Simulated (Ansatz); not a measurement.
C$_{2}$H$_{6}$GaN, SMILES `CC#[N+][GaH3-]`. Charge 0, multiplicity 1.

```json
{"atom": "C1", "x (Å)": "-1.498", "y (Å)": "1.446", "z (Å)": "-0.843"}
{"atom": "C2", "x (Å)": "-0.535", "y (Å)": "0.518", "z (Å)": "-0.300"}
{"atom": "N3", "x (Å)": "0.228", "y (Å)": "-0.217", "z (Å)": "0.130"}
{"atom": "Ga4", "x (Å)": "1.655", "y (Å)": "-1.598", "z (Å)": "0.931"}
{"atom": "H5", "x (Å)": "-1.063", "y (Å)": "2.445", "z (Å)": "-0.887"}
{"atom": "H6", "x (Å)": "-1.784", "y (Å)": "1.134", "z (Å)": "-1.848"}
{"atom": "H7", "x (Å)": "-2.386", "y (Å)": "1.469", "z (Å)": "-0.208"}
{"atom": "H8", "x (Å)": "1.067", "y (Å)": "-1.683", "z (Å)": "2.392"}
{"atom": "H9", "x (Å)": "2.947", "y (Å)": "-0.724", "z (Å)": "0.695"}
{"atom": "H10", "x (Å)": "1.369", "y (Å)": "-2.791", "z (Å)": "-0.061"}
```

List the harmonic frequencies (cm⁻¹, unscaled) at PBE0-D4/def2-TZVP in Ansatz. (An estimate is asked.)

The calculation gave: 13, 79, 79, 204, 390, 390, 513, 513, 735, 747, 747, 973, 1050, 1050, 1399, 1456, 1456, 1922, 1922, 1941, 2434, 3072, 3157, 3157.
